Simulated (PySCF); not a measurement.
Molfile (atoms numbered from 1):
```
C6H12O2Si
     RDKit          3D

 21 21  0  0  0  0  0  0  0  0999 V2000
   -2.7171   -0.1818   -0.0444 C   0  0  0  0  0  0  0  0  0  0  0  0
   -1.3496    0.4021    0.2780 C   0  0  2  0  0  0  0  0  0  0  0  0
   -0.3385    0.3666   -0.8902 C   0  0  0  0  0  0  0  0  0  0  0  0
    0.9308   -0.1391   -0.1693 C   0  0  1  0  0  0  0  0  0  0  0  0
    1.6679   -1.2621   -0.8792 C   0  0  0  0  0  0  0  0  0  0  0  0
    1.8581    0.9358    0.2404 C   0  0  0  0  0  0  0  0  0  0  0  0
    3.0556    0.8433    0.3588 O   0  0  0  0  0  0  0  0  0  0  0  0
    1.2122    2.0759    0.5842 O   0  0  0  0  0  0  0  0  0  0  0  0
   -0.1381   -0.5671    1.4001 Si  0  0  0  0  0  4  0  0  0  0  0  0
   -2.6290   -1.2112   -0.3851 H   0  0  0  0  0  0  0  0  0  0  0  0
   -3.2023    0.3974   -0.8292 H   0  0  0  0  0  0  0  0  0  0  0  0
   -3.3560   -0.1678    0.8360 H   0  0  0  0  0  0  0  0  0  0  0  0
   -1.4835    1.4301    0.6206 H   0  0  0  0  0  0  0  0  0  0  0  0
   -0.6434   -0.3599   -1.6426 H   0  0  0  0  0  0  0  0  0  0  0  0
   -0.2015    1.3306   -1.3784 H   0  0  0  0  0  0  0  0  0  0  0  0
    1.0248   -2.1320   -0.9928 H   0  0  0  0  0  0  0  0  0  0  0  0
    1.9917   -0.9369   -1.8677 H   0  0  0  0  0  0  0  0  0  0  0  0
    2.5515   -1.5464   -0.3132 H   0  0  0  0  0  0  0  0  0  0  0  0
    1.8592    2.7290    0.8900 H   0  0  0  0  0  0  0  0  0  0  0  0
   -0.3580   -2.0097    1.5071 H   0  0  0  0  0  0  0  0  0  0  0  0
    0.2563    0.0201    2.6765 H   0  0  0  0  0  0  0  0  0  0  0  0
  1  2  1  0
  2  3  1  0
  3  4  1  0
  4  5  1  6
  4  6  1  0
  6  7  2  0
  6  8  1  0
  4  9  1  0
  9  2  1  0
  1 10  1  0
  1 11  1  0
  1 12  1  0
  2 13  1  1
  3 14  1  0
  3 15  1  0
  5 16  1  0
  5 17  1  0
  5 18  1  0
  8 19  1  0
  9 20  1  0
  9 21  1  0
M  END
```

- GFN2-xTB geometry
- NMR shieldings at PBE0/pcSseg-1/GIAO
- program: PySCF 2.14.0 with density-fitted response routines
- isolated molecule, relativity neglected, single conformer, rapidly exchanging positions averaged

Question: List the cross peaks expected in HSQC, COSY and HMBC spectra.

Answer: 

HSQC (one-bond C–H):
| δH | δC |
| --- | --- |
| 3.04 (H15) | 41.7 (C3) |
| 2.37 (H13) | 19.1 (C2) |
| 1.54 (H14) | 41.7 (C3) |
| 1.50 (H16/H17/H18) | 23.9 (C5) |
| 1.27 (H10/H11/H12) | 22.3 (C1) |

COSY cross peaks (H two or three bonds apart, from the bond graph; peaks can be absent where the dihedral angle is near 90°):
| δH | δH |
| --- | --- |
| 4.83 (H21) | 4.50 (H20) |
| 4.83 (H21) | 2.37 (H13) |
| 4.50 (H20) | 2.37 (H13) |
| 3.04 (H15) | 2.37 (H13) |
| 3.04 (H15) | 1.54 (H14) |
| 2.37 (H13) | 1.54 (H14) |
| 2.37 (H13) | 1.27 (H10/H11/H12) |

HMBC (two and three bonds, from the bond graph):
| δH | δC |
| --- | --- |
| 4.83 (H21) | 182.4 (C6), 41.7 (C3), 34.7 (C4), 23.9 (C5), 22.3 (C1), 19.1 (C2) |
| 4.50 (H20) | 182.4 (C6), 41.7 (C3), 34.7 (C4), 23.9 (C5), 22.3 (C1), 19.1 (C2) |
| 3.04 (H15) | 182.4 (C6), 34.7 (C4), 23.9 (C5), 22.3 (C1), 19.1 (C2) |
| 2.37 (H13) | 41.7 (C3), 34.7 (C4), 22.3 (C1) |
| 1.54 (H14) | 182.4 (C6), 34.7 (C4), 23.9 (C5), 22.3 (C1), 19.1 (C2) |
| 1.50 (H16/H17/H18) | 182.4 (C6), 41.7 (C3), 34.7 (C4) |
| 1.27 (H10/H11/H12) | 41.7 (C3), 19.1 (C2) |

Chemical shifts δ = σref − σ; TMS for $^{1}$H, $^{13}$C, all at this level.

Short H···H contacts in this conformer between protons four or more bonds apart (candidates for NOE cross peaks, intensity ∝ r⁻⁶): H10···H14 2.50 Å, H14···H16 2.52 Å.

OH and NH positions are those of a molecule without intermolecular hydrogen bonds; in solution they move with solvent, concentration and temperature, and exchange usually removes their couplings. Shifts are as computed. Against solution values, carbons near 30 ppm lie about +3 ppm off and those near 130 ppm about +5 ppm. Of 1211 compounds with measured shifts, 218 miss one by over three times the rms of a fit or turn the order of signals round; such compounds aren't used in these exercises. The C=O carbon of an acid or of an amide with N–H lies up to 10 ppm further downfield in solution, through hydrogen bonding that the calculation lacks.
